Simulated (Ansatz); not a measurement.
Cost and result up the ladder for `C#Cc1ccc(C#Cc2ccc(C#Cc3ccc(C#Cc4ccccc4)cc3)cc2)cc1` (50 atoms). The state is a singlet with charge 0. Geometry: PBE-D4/def2-SVP.

```xyz
50

C     1.433  -13.285   -3.683
C     1.306  -12.110   -3.357
C     1.157  -10.742   -2.978
C     1.075   -9.723   -3.961
C     0.931   -8.387   -3.590
C     0.863   -8.017   -2.222
C     0.715   -6.650   -1.844
C     0.587   -5.468   -1.517
C     0.440   -4.102   -1.139
C    -0.848   -3.533   -0.962
C    -0.992   -2.196   -0.592
C     0.146   -1.375   -0.383
C    -0.002   -0.008   -0.003
C    -0.128    1.173    0.325
C    -0.275    2.540    0.704
C    -0.381    3.558   -0.278
C    -0.524    4.894    0.093
C    -0.567    5.267    1.461
C    -0.714    6.634    1.840
C    -0.842    7.815    2.168
C    -0.988    9.183    2.547
C    -2.276    9.744    2.747
C    -2.412   11.086    3.119
C    -1.276   11.892    3.298
C     0.004   11.347    3.102
C     0.152   10.006    2.731
C    -0.461    4.249    2.443
C    -0.317    2.912    2.072
C     1.433   -1.944   -0.559
C     1.578   -3.280   -0.930
C     0.945   -9.037   -1.240
C     1.090  -10.374   -1.610
H     1.545  -14.321   -3.970
H     1.127  -10.001   -5.024
H     0.868   -7.603   -4.359
H    -1.736   -4.162   -1.122
H    -1.994   -1.764   -0.458
H    -0.350    3.278   -1.342
H    -0.607    5.676   -0.676
H    -3.162    9.108    2.605
H    -3.418   11.508    3.271
H    -1.389   12.947    3.591
H     0.897   11.975    3.243
H     1.152    9.575    2.577
H    -0.494    4.528    3.507
H    -0.236    2.130    2.841
H     2.321   -1.314   -0.399
H     2.580   -3.712   -1.064
H     0.893   -8.760   -0.177
H     1.152  -11.157   -0.842
```

Ansatz on 2 threads of AMD EPYC 7R13 on a shared host and a share (18 GiB) of an NVIDIA H100 80GB HBM3. Times are rough, and most runs start from the orbitals of an earlier one. PBE0-D4/def2-TZVP serves as the yardstick here, not as an exact answer. Differences are given only for rows in sets of like size (and for xTB, whose basis is part of the method), since another set adds its own error. Binding counts from free atoms at the same level (C triplet, H doublet; other spins of the atoms weren't run), without zero-point energy or a counterpoise term.

B3LYP takes the VWN-RPA correlation. Correlated methods freeze 32 core orbitals. The rows differ in basis, and correlated rows in double-zeta sets carry the largest basis error. Single mean-field runs in def2-SVP, def2-TZVP are fitted with def2-universal-jkfit.

Run but left out: HF/6-31G, HF/def2-TZVP (restricted singlet, unstable in another Hartree–Fock run and untested here).

Correlated methods converge slowly with the basis, most of all in double-zeta sets.

```tsv
level	functions	wall time	binding energy per atom (eV)	difference from PBE0-D4/def2-TZVP (eV)	remarks
PBE0-D4/def2-TZVP	1100	12 s	5.56	0.00	–
PBE0-D4/def2-SVP	538	13 s	5.66	–	–
PBE-D4/def2-SVP	538	15 s	5.79	–	–
r2SCAN-D4/def2-TZVP (with forces)	1100	16 s	5.50	-0.06	–
B3LYP-D4/6-31G	324	16 s	5.36	–	–
PBE-D4/def2-TZVP (with forces)	1100	16 s	5.70	0.14	–
r2SCANh-D4/def2-TZVP	1100	17 s	5.46	-0.11	–
MP2/def2-SVP	538	17 s	5.44	–	restricted SCF unstable
BLYP-D4/def2-TZVP	1100	18 s	5.49	-0.08	–
```
